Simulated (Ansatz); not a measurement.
`[NH2][GeH3]` → `[NH2][GeH]` + H₂ at 700 K and 1 bar (germylene formation by 1,1-elimination).

Calculated with Ansatz (gas phase, PBE0-D4/def2-TZVP geometries, no zero-point term in ΔE). CBS: MP2 limit from def2 TZ/QZ plus the TZ coupled-cluster correction, frozen cores. This one scheme is used for every species. For Ge outer-core shells are correlated without core-valence functions, which leaves a few kJ/mol of doubt a bond. Scalar relativity is left out up to krypton.

| species | CCSD(T)/CBS energy (Eh) | H − E (kJ/mol) | S (J/(mol·K)) |
| --- | --- | --- | --- |
| `[NH2][GeH3]` | -2133.81884 | 177.8 | 349.1 |
| `[NH2][GeH]` | -2132.60664 | 122.8 | 313.6 |
| H₂ | -1.17544 | 46.8 | 155.3 |

H − E and S are ideal-gas, rigid-rotor, harmonic terms from PBE0-D4/def2-TZVP. The MP2-based limit puts H₂ 0.8 mEh under its directly extrapolated value; such offsets cancel only in part. 1 Eh = 2625.50 kJ/mol, R = 8.31446 J/(mol·K).

**Question.** By hand: ΔE, ΔH, ΔS and ΔG.

**Answer.** ΔE = (-2132.60664) + (-1.17544) − (-2133.81884) = 0.03676 Eh = 96.5 kJ/mol. Δ(H − E) = 122.8 + 46.8 − 177.8 = -8.2, so ΔH = 88.3 kJ/mol. ΔS = 313.6 + 155.3 − 349.1 = 119.8 J/(mol·K). ΔG = 88.3 − 700 × (119.8)/1000 = 4.4 kJ/mol.

**Question.** By hand: the equilibrium constant, and the temperature at which ΔG would vanish if ΔH and ΔS stayed fixed.

**Answer.** log₁₀ K = −ΔG/(RT ln 10) = -0.3. ΔG = 0 at ΔH/ΔS = 737 K.

The number of gas molecules changes by +1, which sets the sign of ΔS. The sign of ΔG lies within the doubt. A doubt of 5 kJ/mol in ΔE shifts log₁₀ K by 0.4 here. These are equilibria of isolated gas molecules and say nothing of rates. Largest T1 diagnostic: 0.015 (customary marks: 0.02 for closed shells, 0.045 for open ones).
